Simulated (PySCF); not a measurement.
## Two-component Hartree-Fock for Xe²⁺ (xenon, charge +2)

Start: [Kr] 4d10 5s2 5p4; 5p1/2 filled at m_j = +1/2; 5p3/2 filled at m_j = -1/2, +1/2, +3/2. Calculated with PySCF 2.14 in x2c-SVPall-2c with one added diffuse shell each of s, p type (7s9p4d, 54 functions): generalised Hartree-Fock with the X2C-1e Hamiltonian and a Gaussian nucleus; one run each with spin-orbit coupling (SO) switched off, then screened by Boettger's factors. This is a chosen level, not necessarily the ground level.

| spinor shell | electrons | ε, spin-free (eV) | ε, screened SO (eV) | weight of nominal j (screened SO) | rms radius, screened SO (bohr) |
| --- | --- | --- | --- | --- | --- |
| 1s1/2 | 2 | -34744.0 | -34739.8 | 1.000 | 0.0305 |
| 2s1/2 | 2 | -5526.5 | -5525.2 | 1.000 | 0.124 |
| 2p1/2 | 2 | -4955.6 | -5181.8 | 1.000 | 0.107 |
| 2p3/2 | 4 | -4955.6 | -4853.7 | 1.000 | 0.112 |
| 3s1/2 | 2 | -1191.3 | -1190.8 | 1.000 | 0.326 |
| 3p1/2 | 2 | -1002.3 | -1046.3 | 1.000 | 0.318 |
| 3p3/2 | 4 | -1002.3 | -982.06 | 1.000 | 0.330 |
| 3d3/2 | 4 | -722.04 | -729.57 | 1.000 | 0.303 |
| 3d5/2 | 6 | -722.04 | -716.40 | 1.000 | 0.305 |
| 4s1/2 | 2 | -250.90 | -250.64 | 1.000 | 0.762 |
| 4p1/2 | 2 | -188.32 | -197.07 | 1.000 | 0.798 |
| 4p3/2 | 4 | -188.32 | -184.06 | 1.000 | 0.823 |
| 4d3/2 | 4 | -94.008 | -95.071 | 0.991 | 0.945 |
| 4d5/2 | 6 | -94.008 | -92.961 | 0.994 | 0.947 |
| 5s1/2 | 2 | -45.966 | -45.882 | 0.999 | 1.93 |
| 5p3/2 | 3 | -31.723 | -31.527 | 0.545 | 2.24 |
| 5p1/2 | 1 | -31.723 | -32.756 | 0.550 | 2.22 |

```json
{"quantity": "E (hartree)", "spin-free": "-7440.40112", "screened SO": "-7442.79027"}
{"quantity": "M_J", "spin-free": "2", "screened SO": "2"}
{"quantity": "⟨J²⟩", "spin-free": "6.006", "screened SO": "6.014"}
{"quantity": "⟨L²⟩", "spin-free": "2.004", "screened SO": "2.431"}
{"quantity": "⟨S²⟩", "spin-free": "2.002", "screened SO": "1.824"}
```

Each row is a mean over spinors that exchange with the open shell spreads, by up to 5.033 eV (5s1/2).

Rows whose weight is well below 1 are mixtures of j = l ± 1/2: exchange outweighs spin-orbit coupling there, and the label is only the starting occupation.

Breit and QED terms are absent; they matter most for the inner s and p1/2 levels.

Densities and radii are taken from the X2C orbitals without a picture-change correction, which distorts them close to the nucleus.

Without spin-orbit coupling the j labels of p, d and f shells carry no meaning; the spin-free column gives the mean over the occupied spinors of each nl shell.
